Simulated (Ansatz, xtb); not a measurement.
Ranking isomers of C4H4FNO

4 gas-phase structures of C4H4FNO, from a drawn sample of its isomers (lower ones may exist). Each was relaxed with GFN2-xTB:

A. `O=C1CC(F)=CN1`, a singlet
B. `Cc1cnc(F)o1`, a singlet
C. `Cc1ncc(F)o1`, a singlet
D. `Cc1conc1F`, a singlet

Which do you expect lowest at r2SCAN-D4/def2-SVP, and how would the others follow?

Calculated order at r2SCAN-D4/def2-SVP: A (0.000), B (0.134), C (0.254), D (1.371) eV.

Energies above the lowest of each column, in eV; the last columns are at B3LYP-D3(BJ)/def2-SVP geometries and were run for some of them only (a dash: not run or not comparable):

```
structure  GFN2-xTB  HF/STO-3G  r2SCAN-D4/def2-SVP  B3LYP-D3(BJ)/def2-SVP  CCSD(T)/def2-SVP + ΔMP2/def2-TZVPP
        A     0.173      0.821               0.000                  0.000                               0.000
        B     0.000      0.000               0.134                  0.158                               0.043
        C     0.076      0.023               0.254                  0.267                               0.156
        D     1.270      0.752               1.371                      –                                   –
```

CCSD(T)/def2-SVP + ΔMP2/def2-TZVPP has A and B within 1 kcal/mol of each other at the bottom, and every level picks one of them. Frequencies (GFN2-xTB) were run for A, B, C alone. ΔMP2 is the change of the MP2 energy from the smaller to the larger basis.

Over these structures GFN2-xTB departs from r2SCAN-D4/def2-SVP by 0.116 eV on average once a common shift is removed. A GFN2-xTB relaxation took about 0.098 s and the r2SCAN-D4/def2-SVP energy about 2 s on a shared host (Ansatz 0.2.0, xtb 6.7.1).
